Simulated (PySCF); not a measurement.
The vertical singlet excitations below were computed for one of the candidates. Method: PySCF, TDDFT CAM-B3LYP/def2-SVPD, vertical, gas phase, core orbitals frozen in the response. Geometries: GFN2-xTB, one conformer each.

```
state  E (eV)       f  main configurations (H = HOMO, L = LUMO)
   S1    4.83   0.404                                 H→L (98%)
   S2    5.71  0.0003                  H→L+1 (63%), H→L+2 (30%)
   S3    5.86   0.034                               H→L+3 (90%)
   S4    6.09  0.0005      H→L+2 (52%), H→L+1 (25%), H→L+4 (8%)
   S5    6.37  0.0033                  H-1→L (52%), H→L+4 (27%)
   S6    6.41  0.0039      H→L+4 (43%), H-1→L (35%), H→L+5 (8%)
   S7    6.66  0.0021                  H→L+6 (69%), H→L+5 (11%)
   S8    6.86   0.031     H→L+5 (42%), H-2→L (26%), H→L+6 (11%)
```

**Question.** Which structure fits? All have the formula C5H7ClN2Si.
A. `C(c1cc(Cl)n([SiH3])n1)=C`
B. `C=CC1=CN=C(Cl)N1[SiH3]`
C. `[SiH3]NC1=CN=C(Cl)C=C1`
D. `n1cccn1[Si@H](Cl)C=C`

**Answer.** B. Its S1 lies at 4.83 eV; the nearest of the others has S1 at 4.57 eV. S1 is HOMO→LUMO (98%). Löwdin shares by element: HOMO carbon 64% or more (atoms not listed hold the other 36%); LUMO carbon 66% or more (atoms not listed hold the other 34%). At the same level the other candidates give, for their lowest levels:
- `C=C[Si@@H](Cl)n1cccn1`: 6.38 eV (f 0.111); 6.55 eV (f 0.021); 6.66 eV (f 0.021); 6.70 eV (f 0.035); 7.00 eV (f 0.268); T1 4.29 eV; HOMO -8.65, LUMO 0.27 eV
- `C=Cc1cc(Cl)n([SiH3])n1`: 5.79 eV (f 0.561); 5.95 eV (f 0.003); 6.30 eV (f 0.003); 6.40 eV (f 0.127); 6.50 eV (f 0.000); T1 3.57 eV; HOMO -8.03, LUMO 0.37 eV
- `[SiH3]Nc1ccc(Cl)nc1`: 4.57 eV (f 0.054); 5.30 eV (f 0.004); 5.42 eV (f 0.430); 5.54 eV (f 0.001); 6.07 eV (f 0.000); T1 3.54 eV; HOMO -7.54, LUMO 0.03 eV

Conformer computed: `[CH2:1]=[CH:2][c:3]1[cH:4][n:5][c:6]([Cl:7])[n:8]1[SiH3:9]`: C1–C2–C3–C4 -1°.
Triplets come from the Tamm–Dancoff approximation.
